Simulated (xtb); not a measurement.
Calculation: xtb 6.7.1 with GFN2-xTB.

```
xtb start.xyz --ohess tight --gfn 2 --chrg 0 --uhf 0 --iterations 400

# start.xyz
16

O      3.554143     0.090238     0.128837
C      2.439103     0.184934    -0.304879
Si     0.914275    -0.598279     0.580311
C      0.134126    -1.954304    -0.480610
C     -1.062662    -1.550136    -0.931553
C     -1.493049    -0.223849    -0.525386
C     -0.636151     0.443167     0.261118
C     -0.871514     1.806894     0.778907
F      0.050179     2.683639     0.321263
F     -0.784999     1.861745     2.123869
F     -2.068767     2.322741     0.458072
H      2.259512     0.729469    -1.254345
H      1.175640    -0.898176     1.980194
H      0.541979    -2.920093    -0.725136
H     -1.705735    -2.145570    -1.561660
H     -2.446077     0.167580    -0.849003
```

Output:

```
[...]
          |                Property Printout                |
           -------------------------------------------------

    * Orbital Energies and Occupations

         #    Occupation            Energy/Eh            Energy/eV
      -------------------------------------------------------------
         1        2.0000           -0.8753874             -23.8205
       ...           ...                  ...                  ...
        18        2.0000           -0.5432396             -14.7823
        19        2.0000           -0.5314927             -14.4627
        20        2.0000           -0.5309650             -14.4483
        21        2.0000           -0.5304925             -14.4354
        22        2.0000           -0.5302899             -14.4299
        23        2.0000           -0.5150716             -14.0158
        24        2.0000           -0.4923909             -13.3986
        25        2.0000           -0.4913205             -13.3695
        26        2.0000           -0.4845552             -13.1854
        27        2.0000           -0.4511569             -12.2766
        28        2.0000           -0.4352335             -11.8433
        29        2.0000           -0.4236871             -11.5291
        30        2.0000           -0.4001495             -10.8886 (HOMO)
        31                         -0.3162685              -8.6061 (LUMO)
        32                         -0.3065227              -8.3409
        33                         -0.2208869              -6.0106
        34                         -0.2020725              -5.4987
        35                         -0.1904920              -5.1836
        36                         -0.1494695              -4.0673
        37                         -0.0761348              -2.0717
        38                         -0.0426705              -1.1611
        39                          0.0361332               0.9832
        40                          0.0445287               1.2117
        41                          0.0875722               2.3830
       ...                                ...                  ...
        54                          0.7045913              19.1729
      -------------------------------------------------------------
                  HL-Gap            0.0838810 Eh            2.2825 eV
             Fermi-level           -0.3582090 Eh           -9.7474 eV

     #   Z          covCN         q      C6AA      α(0)
     1   8 O        0.860    -0.293    19.652     5.944
     2   6 C        2.647     0.116    25.440     8.251
     3  14 Si       3.733     0.474    97.665    18.918
     4   6 C        2.806    -0.133    31.384     9.178
     5   6 C        3.009    -0.029    28.704     8.788
     6   6 C        3.001    -0.020    28.486     8.755
     7   6 C        2.867    -0.157    32.047     9.279
     8   6 C        3.336     0.486    17.278     6.582
     9   9 F        0.791    -0.220    11.446     3.996
    10   9 F        0.791    -0.216    11.403     3.989
    11   9 F        0.790    -0.208    11.323     3.975
    12   1 H        0.922     0.042     2.419     2.433
    13   1 H        0.920    -0.013     3.287     2.836
    14   1 H        0.926     0.057     2.234     2.337
    15   1 H        0.926     0.054     2.265     2.353
    16   1 H        0.926     0.059     2.208     2.324

 Mol. C6AA /au·bohr⁶  :       3944.903067
 Mol. C8AA /au·bohr⁸  :     113310.695192
 Mol. α(0) /au        :         99.938672

Wiberg/Mayer (AO) data.
largest (>0.10) Wiberg bond orders for each atom

 ---------------------------------------------------------------------------
     #   Z sym  total        # sym  WBO       # sym  WBO       # sym  WBO
 ---------------------------------------------------------------------------
     1   8 O    2.132 --     2 C    1.996
     2   6 C    3.865 --     1 O    1.996    12 H    0.935     3 Si   0.801
     3  14 Si   3.564 --     4 C    0.911    13 H    0.874     7 C    0.834
                             2 C    0.801
     4   6 C    3.976 --     5 C    1.838    14 H    0.974     3 Si   0.911
                             7 C    0.134
     5   6 C    3.988 --     4 C    1.838     6 C    1.126    15 H    0.964
     6   6 C    3.984 --     7 C    1.816     5 C    1.126    16 H    0.963
     7   6 C    3.939 --     6 C    1.816     8 C    0.991     3 Si   0.834
                             4 C    0.134
     8   6 C    3.820 --     7 C    0.991    11 F    0.947    10 F    0.936
                             9 F    0.931
     9   9 F    1.060 --     8 C    0.931
    10   9 F    1.065 --     8 C    0.936
    11   9 F    1.073 --     8 C    0.947
    12   1 H    0.998 --     2 C    0.935
    13   1 H    1.000 --     3 Si   0.874
    14   1 H    0.997 --     4 C    0.974
    15   1 H    0.996 --     5 C    0.964
    16   1 H    0.996 --     6 C    0.963
 ---------------------------------------------------------------------------

Topologies differ in total number of bonds
Writing topology from bond orders to xtbtopo.mol

molecular dipole:
                 x           y           z       tot (Debye)
 q only:       -0.271      -1.663      -0.452
   full:       -0.540      -1.471      -0.739       4.404
molecular quadrupole (traceless):
                xx          xy          yy          xz          yz          zz
 q only:       -6.039       2.219      -0.007       1.838      -3.564       6.045
  q+dip:       -7.183       2.703       0.721       2.461      -2.419       6.462
   full:       -6.981       2.759       0.899       1.170      -2.574       6.082

           -------------------------------------------------
          |                Geometry Summary                 |
           -------------------------------------------------

      molecular mass/u    :      178.1842323
   center of mass at/Å    :        0.0628856       0.5302591       0.3179005
  moments of inertia/u·Å² :        0.3955835E+03   0.6506478E+03   0.9043013E+03
rotational constants/cm⁻¹ :        0.4261460E-01   0.2590900E-01   0.1864161E-01

 * 11 selected distances

     #   Z          #   Z                                           value/Å
     1   8 O        2   6 C                                       1.2001631
     4   6 C        5   6 C                                       1.3412693
     6   6 C        7   6 C                                       1.3408107
     7   6 C        8   6 C                                       1.4775835 (max)
     8   6 C        9   9 F                                       1.3519017
     8   6 C       10   9 F                                       1.3488575
     8   6 C       11   9 F                                       1.3425529
     3  14 Si      13   1 H                                       1.4553084
     4   6 C       14   1 H                                       1.0765155 (min)
     5   6 C       15   1 H                                       1.0794070
     6   6 C       16   1 H                                       1.0799107

 * 5 distinct bonds (by element types)

   Z      Z             #   av. dist./Å        max./Å        min./Å
   1 H    6 C           3     1.0786111     1.0799107     1.0765155
   6 C    6 C           3     1.3865545     1.4775835     1.3408107
   6 C    8 O           1     1.2001631     1.2001631     1.2001631
   6 C    9 F           3     1.3477707     1.3519017     1.3425529
Molecule has no symmetry elements
It seems to be the C1 point group
   1 H   14 Si          1     1.4553084     1.4553084     1.4553084

           -------------------------------------------------
          |               Frequency Printout                |
           -------------------------------------------------
 projected vibrational frequencies (cm⁻¹)
eigval :       -0.00    -0.00    -0.00     0.00     0.00     0.00
eigval :       18.96    39.56    76.56    85.34   129.81   161.90
eigval :      252.06   285.30   301.95   365.40   407.92   422.13
eigval :      483.70   521.77   541.65   564.99   615.02   648.27
eigval :      665.16   686.94   747.86   761.32   809.21   886.95
eigval :      909.12   968.45  1009.59  1022.69  1057.78  1107.50
eigval :     1234.60  1241.40  1306.45  1338.39  1542.08  1628.89
eigval :     1752.01  2339.29  2716.64  3080.20  3088.08  3110.83
 reduced masses (amu)
   1: 17.07   2: 15.02   3: 15.94   4: 16.90   5: 17.68   6: 14.33   7: 18.03   8: 16.22
   9: 14.15  10: 12.28  11: 15.47  12: 14.94  13: 13.48  14: 15.01  15: 17.97  16: 16.90
  17:  9.67  18: 14.90  19: 17.14  20: 14.85  21:  7.00  22: 13.17  23:  9.22  24: 13.71
  25: 13.31  26: 17.42  27:  4.35  28:  6.29  29: 11.62  30:  4.12  31:  3.82  32: 13.99
  33: 13.48  34: 10.21  35: 10.32  36:  2.52  37:  7.94  38:  7.93  39:  6.92  40:  3.03
  41: 11.77  42: 11.60  43: 13.66  44:  1.90  45:  1.71  46:  1.80  47:  1.87  48:  1.91
 IR intensities (km·mol⁻¹)
   1:  0.43   2:  0.92   3:  0.35   4:  0.26   5:  0.24   6:  0.61   7:  0.12   8:  5.62
   9:  2.29  10:  5.44  11:  1.99  12:  1.08  13: 19.76  14:  4.01  15: 11.84  16: 11.11
  17:  3.06  18:  1.16  19:  4.15  20:  5.28  21: 66.54  22: 18.99  23:105.68  24:  2.14
  25: 33.71  26:  3.44  27: 65.56  28: 19.99  29: 46.66  30: 17.70  31:  0.33  32: 44.61
  33:275.88  34:103.69  35:145.89  36: 40.19  37:169.56  38: 99.33  39:  4.12  40: 47.89
  41: 13.31  42: 18.65  43:323.26  44:212.62  45: 92.26  46:  8.49  47: 21.08  48: 14.76
 Raman intensities (Ä⁴*amu⁻¹)
   1:  0.00   2:  0.00   3:  0.00   4:  0.00   5:  0.00   6:  0.00   7:  0.00   8:  0.00
   9:  0.00  10:  0.00  11:  0.00  12:  0.00  13:  0.00  14:  0.00  15:  0.00  16:  0.00
  17:  0.00  18:  0.00  19:  0.00  20:  0.00  21:  0.00  22:  0.00  23:  0.00  24:  0.00
  25:  0.00  26:  0.00  27:  0.00  28:  0.00  29:  0.00  30:  0.00  31:  0.00  32:  0.00
  33:  0.00  34:  0.00  35:  0.00  36:  0.00  37:  0.00  38:  0.00  39:  0.00  40:  0.00
  41:  0.00  42:  0.00  43:  0.00  44:  0.00  45:  0.00  46:  0.00  47:  0.00  48:  0.00
 output can be read by thermo (or use thermo option).
 writing <g98.out> molden fake output.
 recommended (thermochemical) frequency scaling factor: 1.0
           -------------------------------------------------
          |             Thermodynamic Functions             |
           -------------------------------------------------

c1  symmetry found (for desy threshold:  0.10E+00) used in thermo

          ...................................................
          :                      SETUP                      :
          :.................................................:
          :  # frequencies                          42      :
          :  # imaginary freq.                       0      :
          :  linear?                             false      :
          :  only rotor calc.                    false      :
          :  symmetry                               c1      :
          :  rotational number                       1      :
          :  scaling factor                  1.0000000      :
          :  rotor cutoff                   50.0000000 cm⁻¹ :
          :  imag. cutoff                  -20.0000000 cm⁻¹ :
          :.................................................:

    mode    ω/cm⁻¹     T·S(HO)/kcal·mol⁻¹    T·S(FR)/kcal·mol⁻¹   T·S(vib)
   ------------------------------------------------------------------------
       1     18.96    -2.00961 (  2.03%)    -1.34341 ( 97.97%)    -1.35691
       2     39.56    -1.57450 ( 28.16%)    -1.12572 ( 71.84%)    -1.25209
       3     76.56    -1.18578 ( 84.61%)    -0.93023 ( 15.39%)    -1.14645
       4     85.34    -1.12227 ( 89.46%)    -0.89808 ( 10.54%)    -1.09864
       5    129.81    -0.87919 ( 97.85%)    -0.77386 (  2.15%)    -0.87692
       6    161.90    -0.75358 ( 99.10%)    -0.70844 (  0.90%)    -0.75318
       7    252.06    -0.51166 ( 99.85%)    -0.57731 (  0.15%)    -0.51176
       8    285.30    -0.44773 ( 99.91%)    -0.54061 (  0.09%)    -0.44781
   ------------------------------------------------------------------------

   temp. (K)  partition function   enthalpy   heat capacity  entropy
                                   cal/mol     cal/K/mol   cal/K/mol   J/K/mol
 298.15  VIB  0.192E+05             5537.568     33.334     34.679
         ROT  0.117E+07              888.752      2.981     30.740
         INT  0.223E+11             6426.320     36.315     65.419
         TR   0.230E+28             1481.254      4.968     41.421
         TOT                        7907.5742    41.2828   106.8402   447.0196

       T/K    H(0)-H(T)+PV         H(T)/Eh          T*S/Eh         G(T)/Eh
   ------------------------------------------------------------------------
    298.15    0.126015E-01    0.105855E+00    0.507632E-01    0.550921E-01
   ------------------------------------------------------------------------

         :::::::::::::::::::::::::::::::::::::::::::::::::::::
         ::                  THERMODYNAMIC                  ::
         :::::::::::::::::::::::::::::::::::::::::::::::::::::
         :: total free energy         -35.241668569226 Eh   ::
         ::.................................................::
         :: total energy              -35.296760704347 Eh   ::
         :: zero point energy           0.093253863382 Eh   ::
         :: G(RRHO) w/o ZPVE           -0.038161728261 Eh   ::
         :: G(RRHO) contrib.            0.055092135121 Eh   ::
         :::::::::::::::::::::::::::::::::::::::::::::::::::::

optimized geometry written to: xtbopt.xyz

           -------------------------------------------------
          | TOTAL ENERGY              -35.296760704347 Eh   |
          | TOTAL ENTHALPY            -35.190905319394 Eh   |
          | TOTAL FREE ENERGY         -35.241668569226 Eh   |
          | GRADIENT NORM               0.000153657655 Eh/α |
          | HOMO-LUMO GAP               2.282518453444 eV   |
           -------------------------------------------------

------------------------------------------------------------------------
```

Cost: very roughly 2.5 core-seconds.
